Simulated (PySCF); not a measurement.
Species: C8H9O (doublet state).
SMILES with atom numbers: `[CH2:1][c:2]1[cH:3][cH:4][cH:5][c:6]([O:7][CH3:8])[cH:9]1` (hydrogens: H10, H11 on C1; H12 on C3; H13 on C4; H14 on C5; H15, H16, H17 on C8; H18 on C9)

Geometry (GFN2-xTB, Å), atoms numbered from 1 in this order:
```
atom  x, y, z in Å
C1     2.0237   -1.8252   -0.0630
C2     1.3461   -0.6248   -0.0476
C3     2.0444    0.6137   -0.0342
C4     1.3580    1.8023   -0.0177
C5    -0.0290    1.8217   -0.0149
C6    -0.7490    0.6160   -0.0276
O7    -2.1061    0.7538   -0.0221
C8    -2.8957   -0.4091   -0.0272
C9    -0.0771   -0.5849   -0.0436
H10    3.0981   -1.8547   -0.0643
H11    1.5013   -2.7648   -0.0735
H12    3.1236    0.6007   -0.0372
H13    1.8974    2.7382   -0.0058
H14   -0.5798    2.7480   -0.0025
H15   -2.7129   -1.0225    0.8614
H16   -2.7194   -1.0104   -0.9252
H17   -3.9291   -0.0656   -0.0212
H18   -0.6033   -1.5264   -0.0522
```

The hyperfine couplings belong to this conformer and change with its torsions.

Level of theory: PySCF 2.14.0, UKS B3LYP, pcH-1 on C H O, non-relativistic, mean-field spin-orbit, GIAO. The structure is a single GFN2-xTB conformer in the gas phase; no vibrational or solvent corrections. Couplings are sensitive to structure, and on GFN2-xTB geometries they can be far from those on DFT ones. Stability of the SCF solution: not tested. ⟨S²⟩ is 0.781 where a pure state has 0.75.

Principal values of hyperfine tensors in MHz (contact and dipolar terms together), for some of the nuclei:

| atom | isotope | A1 | A2 | A3 |
| --- | --- | --- | --- | --- |
| C1 | 13C | 1.68 | 2.80 | 171.47 |
| H11 | 1H | -71.23 | -45.53 | -17.37 |
| H10 | 1H | -70.88 | -45.58 | -17.46 |
| C2 | 13C | -62.33 | -32.78 | -28.55 |
| C5 | 13C | 2.33 | 4.03 | 74.63 |
| C3 | 13C | 4.82 | 5.06 | 68.02 |
| C4 | 13C | -39.36 | -15.87 | -13.81 |
| C9 | 13C | 4.68 | 4.94 | 55.44 |

Question: Give the isotropic coupling of each nucleus in MHz and in mT (g = 2.0026), and the anisotropic part.

Answer: a_iso = (A1 + A2 + A3)/3, Ti = Ai − a_iso; 1 mT corresponds to 28.028 MHz.

| atom | a_iso (MHz) | a_iso (mT) | T1 | T2 | T3 |
| --- | --- | --- | --- | --- | --- |
| C1 | 58.65 | 2.093 | -56.97 | -55.85 | 112.82 |
| H11 | -44.71 | -1.595 | -26.52 | -0.82 | 27.34 |
| H10 | -44.64 | -1.593 | -26.24 | -0.94 | 27.18 |
| C2 | -41.22 | -1.471 | -21.11 | 8.44 | 12.67 |
| C5 | 27.00 | 0.963 | -24.67 | -22.97 | 47.64 |
| C3 | 25.97 | 0.926 | -21.15 | -20.90 | 42.06 |
| C4 | -23.01 | -0.821 | -16.35 | 7.14 | 9.21 |
| C9 | 21.68 | 0.774 | -17.01 | -16.75 | 33.75 |

Question: What spin density at the nucleus of C2 lies behind its contact coupling (g_N = 1.40482)?

Answer: a_FC = 800.24 MHz bohr³ × g_N × ρ(0)/(2S). With a_FC = -41.22 MHz and 2S = 1, ρ(0) = -0.03667 bohr⁻³.

Question: C6 (13C, g_N = 1.40482) isn't in the table. Its spin density at the nucleus is -0.01994 bohr⁻³. What is its contact coupling?

Answer: By the same relation, a_FC = -22.4 MHz. Its full tensor has the principal values -37.24, -15.53, -14.48 MHz.

Question: Name the largest traceless tensor T of the table and describe it.

Answer: C1: -57.0, -55.8, 112.8 MHz, axial, in the ratio −1:−1:+2, the form that spin in one p orbital centred on that nucleus gives.

Question: In a single crystal, with the field along each principal axis of the tensor of C1 in turn, what first-order splitting does this nucleus give (isotropic g, quadrupole terms neglected)?

Answer: 2 lines (I = 1/2), spaced by |A_i|/(g × 13.996): 0.06, 0.10, 6.12 mT along the axes of A1, A2 and A3.
